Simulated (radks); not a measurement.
Removal energies from the palladium ion Pd13+, [Ar] 3d10 4s2 4p3, by Delta-SCF beside the eigenvalue of the level emptied. Method: scalar-relativistic Kohn-Sham, LDA (Slater exchange, Perdew-Wang correlation), spin-polarised, spherical densities, finite nucleus; Fermi nuclear charge, rms radius of each element as measured or else 0.836 A^(1/3) + 0.57 fm; computed with a radial shooting solver on a logarithmic mesh with Libxc functionals. Open shells are filled with parallel spins first.

removed from        final configuration  Delta-SCF (eV)  -eigenvalue (eV)
4p                    [Ar] 3d10 4s2 4p2          316.71            304.44
4s                    [Ar] 3d10 4s1 4p3          349.49            337.70
3d                     [Ar] 3d9 4s2 4p3          641.32            613.93
3p            [Ne] 3s2 3p5 3d10 4s2 4p3          828.38            802.70
